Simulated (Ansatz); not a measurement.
`[OH][Cd][Br]` + HCl → `[OH][Cd][Cl]` + HBr  (ligand exchange at a Cd–Br bond)

Isolated molecules relaxed with PBE0-D4/def2-TZVP in Ansatz; ΔE leaves out vibrations. CCSD(T)/CBS adds triple-zeta CCSD(T) − MP2 to the extrapolated MP2 energy (def2 sets, frozen cores). This one scheme is used for every species. Functionals use def2-TZVPP. Elements past krypton have def2 core potentials. For Br, Cd outer-core shells are correlated without core-valence functions, which leaves a few kJ/mol of doubt a bond. Scalar relativity is left out up to krypton. Each species was taken in one conformer, which may not be the lowest.

(1) Is it downhill or uphill in electronic energy at CCSD(T)/CBS, and by how much? (An estimate is asked.)

(2) What do these levels give: PBE0-D4, revPBE, r2SCAN, r2SCANh, LC-ωPBE, HF/def2-QZVPP? (Best estimate.)

(3) What do rigid-rotor, harmonic-oscillator terms from PBE0-D4/def2-TZVP frequencies (298.15 K, 1 bar) make of the CCSD(T)/CBS value? (Best estimate.)

Largest T1 diagnostic among the species: 0.015.

Results:

(1) Computed: Uphill: ΔE = +6.0 kcal/mol.

(2) Computed: PBE0-D4 5.9, revPBE 5.3, r2SCAN 5.4, r2SCANh 5.7, LC-ωPBE 5.5, HF/def2-QZVPP 6.4 kcal/mol.

(3) Computed: ΔZPE = -0.3 kcal/mol, ΔH = +5.6 kcal/mol, ΔS = 0 J/(mol·K), ΔG = +5.6 kcal/mol.

From BLYP to BHLYP (50 % exact exchange), in def2-TZVPP and without D4, ΔE moves by +1.0 kcal/mol. In def2-TZVPP, CCSD(T) changes the Hartree–Fock value by −1.0 kcal/mol (the triples alone add −0.1 kcal/mol) and MP2 by −0.7 kcal/mol. Leaving LDA and LC-ωPBE aside and taking each functional with its dispersion term where it has one, the values, not all of them listed here, spread over 1.7 kcal/mol, from B97M-V to BHLYP-D4.
